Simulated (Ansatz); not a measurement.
(KH)n: PBE0-D4/def2-TZVP single points in Ansatz on relaxed structures, gas phase. Each cluster is the lowest isomer that a short search found in that spin, judged at the geometry's level, and lower ones may exist. Binding counts from free atoms in the multiplicity of their measured ground term, without zero-point energy. The structures are stationary points that may keep the symmetry of their start. Remarks come from the PBE and PBE0 runs and from stability tests at other levels; not every state was tested. HOMO above LUMO (over both spins in singlets and doublets, within one spin in higher multiplets; at PBE or PBE0), or a gap under 0.15 eV within one spin, warns that the state may not be the lowest or that an electron is smeared out.

```
          species  atoms    state             geometry  HOMO (eV)  LUMO (eV)  gap (eV)  vertical IE (eV)  vertical triplet (eV)  binding per atom (eV)  point group (within 0.1 Å)                                                                                                                                                                     remarks
(KH)2 ring (K2H2)      4  singlet    PBE0-D4/def2-TZVP      -4.30      -0.53      3.77              6.24                   3.07                   1.25                         D2h                                                                                           gap within one spin near zero at PBE or PBE0 (triplet), HOMO above LUMO (triplet)
(KH)3 ring (K3H3)      6  singlet  r2SCAN-D4/def2-TZVP      -4.57      -0.20      4.38              6.24                   3.48                   1.36                         D3h  gap within one spin near zero at PBE or PBE0 (+1 doublet), HOMO above LUMO (+1 doublet), gap within one spin near zero at PBE or PBE0 (triplet), HOMO above LUMO (triplet)
(KH)4 cube (K4H4)      8  singlet     PBE0-D4/def2-SVP      -4.62      -0.14      4.47              6.25                   3.64                   1.47                          Td                                                           gap within one spin near zero at PBE or PBE0 (+1 doublet), gap within one spin near zero at PBE or PBE0 (triplet)
(KH)4 ring (K4H4)      8  singlet      PBE-D4/def2-SVP      -4.48      -0.10      4.38              5.90                   3.39                   1.39                         D4h                                                                                                                                                                           –
             K5H5     10  singlet      PBE-D4/def2-SVP      -4.40      -0.46      3.94              5.93                   3.23                   1.47                          Cs  gap within one spin near zero at PBE or PBE0 (+1 doublet), HOMO above LUMO (+1 doublet), gap within one spin near zero at PBE or PBE0 (triplet), HOMO above LUMO (triplet)
```

The gap (eV) runs from 3.77 ((KH)2 ring) to 4.47 ((KH)4 cube). The vertical IE (eV) runs from 5.90 ((KH)4 ring) to 6.25 ((KH)4 cube). The vertical triplet (eV) runs from 3.07 ((KH)2 ring) to 3.64 ((KH)4 cube). The binding per atom (eV) runs from 1.25 ((KH)2 ring) to 1.47 ((KH)4 cube).
